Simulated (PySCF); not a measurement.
NICS in one family of compounds.

NICS = −σ at a ghost point: NICS(0) at the centroid of the ring atoms, NICS(1) 1 Å to either side along the normal of their mean plane, zz for the tensor component along that normal. Level: GIAO PBE0/pcSseg-1 (PySCF, non-relativistic, gas phase) on the GFN2-xTB geometries, one conformer each. Atom numbers follow the mapped SMILES.

Task: Order these rings by mean NICS(1)zz, lowest (most negative) first (ppm).
A. ring N4–N5–C6–C7–N9 in `[CH3:1][SiH:2]([CH3:3])[n:4]1[n:5][cH:6][c:7]([F:8])[n:9]1`
B. ring N4–N5–C6–C7–N10 in `[CH3:1][SiH:2]([CH3:3])[n:4]1[n:5][cH:6][c:7]([C:8]#[N:9])[n:10]1`
C. ring C4–C5–N6–N7–N11 in `[CH3:1][C:2](=[O:3])[c:4]1[cH:5][n:6][n:7]([SiH:8]([CH3:9])[CH3:10])[n:11]1`

Result: B (-34.0), C (-32.5), A (-30.8).

```tsv
SMILES	ring	NICS(0)	NICS(1)	NICS(1)zz	HOMA	rms pucker (Å)	ring atoms with four or more neighbours
C[SiH](C)n1ncc(C#N)n1	5-membered ring with 3 N; formal bonds all aromatic	-13.9	-13.8	-34.0	0.95	0.00	0
CC(=O)c1cnn([SiH](C)C)n1	5-membered ring with 3 N; formal bonds all aromatic	-12.4	-13.4	-32.5	0.95	0.00	0
C[SiH](C)n1ncc(F)n1	5-membered ring with 3 N; formal bonds all aromatic	-13.2	-12.6	-30.8	0.97	0.00	0
```

NICS(0) gives another order. The isotropic NICS(1) gives the same order. HOMA uses Krygowski's 1993 parameters. NICS(1) and NICS(1)zz are means over the two faces.
